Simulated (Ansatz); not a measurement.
System: sum formula H3GeO3, charge 0, multiplicity 2. It need not be the lowest isomer of its formula. 
Coordinates optimised at B3LYP-D3(BJ)/def2-TZVP (Ansatz, a quantum-chemistry and plane-wave program):
SMILES: [OH][Ge]([OH])[OH]
```xyz
7

Ge     0.2964    -0.0452    -0.0713
O     -0.8135    -0.7947    -1.2641
O     -0.1305     1.6954    -0.0037
O     -0.1333    -0.7363     1.5269
H     -0.8630    -1.7544    -1.1766
H     -0.2039     2.0962    -0.8783
H      0.2000    -0.2096     2.2634
```
Charge 0, spin multiplicity 2.

Basis-set convergence of Hartree-Fock and CCSD(T) correlation energies (hartree) with Ansatz. Cores are frozen in the correlated levels unless marked. UHF or UKS for open shells. No spin-orbit coupling. Frozen are the shells of the preceding noble gas and the d and f shells that filled before the atom's block. Non-relativistic.

| basis | functions | E(HF) | E(corr, CCSD(T)) |
|---|---|---|---|
| aug-cc-pVDZ | 132 | -2301.75926 | -0.73508 |
| aug-cc-pVTZ | 266 | [?] | [?] |

**Question.** Complete the blanks.

**Answer.** 
- aug-cc-pVTZ, E(HF): -2301.89458
- aug-cc-pVTZ, E(corr, CCSD(T)): -0.88910
